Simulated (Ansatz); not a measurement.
Geometry optimisation, RKS B3LYP-D4/def2-SVP in Ansatz.

The input (input.yaml):

```yaml
crystal:
  periodic: [false, false, false]
  atoms:
    - { symbol: Li, position_ang: [-2.47995, 1.32319, -1.0239] }
    - { symbol: B, position_ang: [-0.60929, 0.63287, -0.14392] }
    - { symbol: O, position_ang: [0.35715, 1.30171, 0.65442] }
    - { symbol: Si, position_ang: [0.11459, -1.23256, -0.34822] }
    - { symbol: H, position_ang: [1.15591, 0.80686, 0.96054] }
    - { symbol: H, position_ang: [0.32322, 2.22367, 0.94173] }
    - { symbol: H, position_ang: [-0.9783, -2.06771, 0.25042] }
    - { symbol: H, position_ang: [0.3002, -1.6715, -1.73153] }
    - { symbol: H, position_ang: [1.33599, -1.50008, 0.41397] }
total_charge: 1
basis:
  gaussian: { orbitals: def2-SVP }
hamiltonian:
  xc: b3lyp
  dispersion: d4
relax:
  f_tol: 0.015
  max_steps: 40
output:
  orbitals: {}
```

Launched with:

```bash
$ ansatz run input.yaml --threads 1 --pin off --max-ram 2048MiB --backend cpu --events-out ev --progress --plain --runs-dir out
```

Q: Where does it end, and by what steps?

A: The run converged. Limits of this set-up: the dipole of an ion depends on the origin. After 7 steps the energy has fallen by 0.183 eV; H7 moved furthest, 0.19 Å.

```tsv
step	energy less start (eV)	largest force component (eV/Å)	accepted
0	0.0000	1.196	yes
1	-0.0997	1.180	yes
2	-0.1516	0.739	yes
3	-0.1623	0.815	yes
4	-0.1793	0.154	yes
5	-0.1821	0.110	yes
6	-0.1825	0.091	yes
7	-0.1829	0.011	yes
```

```xyz
9
Properties=species:S:1:pos:R:3
Li -2.484 1.449 -1.055
B -0.625 0.598 -0.170
O 0.388 1.312 0.671
Si 0.050 -1.328 -0.335
H 1.198 0.887 1.038
H 0.317 2.253 0.913
H -0.948 -2.257 0.267
H 0.269 -1.664 -1.770
H 1.354 -1.434 0.415
```

Whether the end is a true minimum wasn't checked by a vibrational analysis.

Time of the run: 31 s on 1 thread of Arm Neoverse V2, with other jobs on the host, peak memory 0.15 GiB.
